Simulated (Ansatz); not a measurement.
Mulliken charges of `C[SiH2][InH2]` from PBE/def2-TZVPP in Ansatz (PBE0-D4/def2-TZVP geometry).

```csv
atom,x (Å),y (Å),z (Å),charge (e)
C1,-1.165,0.748,-0.880,-0.381
Si2,-0.176,-0.761,-0.333,0.015
In3,1.615,-0.151,1.421,0.421
H4,-1.915,0.461,-1.622,0.114
H5,-0.515,1.501,-1.330,0.112
H6,-1.683,1.206,-0.035,0.112
H7,0.465,-1.382,-1.528,-0.060
H8,-1.113,-1.781,0.223,-0.060
H9,1.271,-0.163,3.120,-0.136
H10,3.218,0.323,0.963,-0.136
```

Question: By hand: the dipole of these point charges (1 e Å = 4.8032 D).

Answer: Σ q r = (0.085, 0.164, 0.114) e Å, of length 0.217 e Å = 1.04 D.

Question: How does the dipole of the full density compare? (An estimate is asked.)

Answer: Ansatz gave: (-0.146, 0.112, -0.107) e Å, 1.02 D; the point charges give 1.02 times that, at 98° from its direction.

Point charges leave out the atoms' own dipoles, such as those of lone pairs, and Mulliken's split depends on the basis, so the two needn't agree.
